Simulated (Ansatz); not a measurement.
The cluster K3Na3⁻, relaxed as a doublet with UKS r2SCAN/def2-SVPD in Ansatz, starting from the r2SCAN/def2-SVP geometry of the neutral singlet. Force threshold 0.02 eV/Å.

The relaxed charge -1 doublet is spin-contaminated (final ⟨S²⟩ up to 1.20, 0.75 for a pure state). The structure comes from a short search, and lower isomers may exist.

Start:

```tsv
atom	x (Å)	y (Å)	z (Å)
Na1	0.723	2.789	-1.820
Na2	-0.125	0.381	0.530
Na3	1.556	-2.290	1.997
K4	-3.239	1.121	-1.671
K5	3.726	0.531	-0.101
K6	-2.640	-2.532	1.065
```

Question: Estimate the energy that the relaxation releases and the steps that it takes.

Answer: 28.0 kJ/mol, in 20 steps; 6.9 min on 4 threads of Intel Xeon on a shared host. The force fell under the threshold at step 17, but the optimiser went on and released 0.028 eV more. No frequencies were taken in this run, so the end may be a saddle point.

Question: Does the start keep its bonding and symmetry?

Answer: Bonds formed: K4–K5, K5–K6 (atoms count from 1). Point group Cs at the start, Cs at the end, both within 0.05 Å.

Question: Predict the relaxed structure.

Answer: 
Cartesian coordinates in Å:
```
Na 0.992 3.143 -0.909
Na -0.540 1.038 1.500
Na 1.744 -1.464 2.550
K -2.332 0.760 -2.174
K 1.897 -0.749 -1.411
K -1.762 -2.728 0.444
```
Bond lengths (bridged metal pairs left out): 7 × K–Na 4.03 to 4.28 Å; 3 × K–K 4.40 to 4.55 Å; 2 × Na–Na 3.55 Å.
